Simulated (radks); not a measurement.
Results of a calculation; reference values are marked as such.
Fractional charge and spin in the 3p shell of cobalt: the spin-up occupation runs from 2 to 3 and the spin-down occupation from 2 to 3; the fullest corner is Co3+, [Ne] 3s2 3d(up 3, down 3) 3p(up 3, down 3). Code: a radial shooting solver on a logarithmic mesh with Libxc functionals. Model: scalar-relativistic Kohn-Sham, PBE, spin-polarised, spherical densities, point nucleus. Energy (eV) above the fullest corner. The planes named below are the two flat planes that join the four corners, with an edge along up + down = one added electron.

| down \ up | 2 | 2.5 | 3 |
|---|---|---|---|
| 2 | 252.962 | 180.771 | 114.423 |
| 2.5 | 180.771 | 114.816 | 54.503 |
| 3 | 114.423 | 54.503 | 0.000 |

Corners above the fullest one (they belong to Co4+ and the next ion): (up 3, down 2) 114.42 eV, (up 2, down 3) 114.42 eV, (up 2, down 2) 252.96 eV. With half an added electron in each spin the energy lies 0.393 eV from the planes, and with half an added electron in spin up alone -2.922 eV. The planes are only a guide here: the flat-plane condition holds for ground states with one frontier orbital, while this shell lies below other occupied shells, so the corners above the fullest one are inner-hole states and not the ground states of those ions.
